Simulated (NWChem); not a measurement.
Species: C$_{3}$H$_{6}$N$_{2}$; SMILES C=C=C(N)N

```xyz
11

C      0.0000     0.0000     2.2356
C      0.0000     0.0000     0.9160
C      0.0000     0.0000    -0.4197
N      0.0406    -1.1683    -1.2107
N     -0.0406     1.1683    -1.2107
H      0.9231    -0.1583     2.8299
H     -0.9231     0.1583     2.8299
H      0.0216    -2.0224    -0.6480
H     -0.7196    -1.1795    -1.9030
H     -0.0216     2.0224    -0.6480
H      0.7196     1.1795    -1.9030
```
Atoms are numbered in this order, from 1.

Program: NWChem. Coordinates come from a PBE-D3(BJ)/def2-SVP optimisation. Level r2SCAN/def2-SVP: energy and gradient on several grids; changes count from the extra-fine grid, which is no exact limit either.

Question: Which is the coarsest grid (medium; fine; xfine; xcoarse; coarse) from which on the energy stays within 100 μHa and each gradient component within 200 μHa/bohr of xfine?

Answer: fine.
```csv
grid,size of the energy change (μHa),largest change of a gradient component (μHa/bohr),"time, medium = 1 (rough)"
xcoarse,2000,3000,about 1
coarse,900,200,about 1
medium,300,100,about 1
fine,30,< 30,about 1
xfine,< 10,< 30,2
```
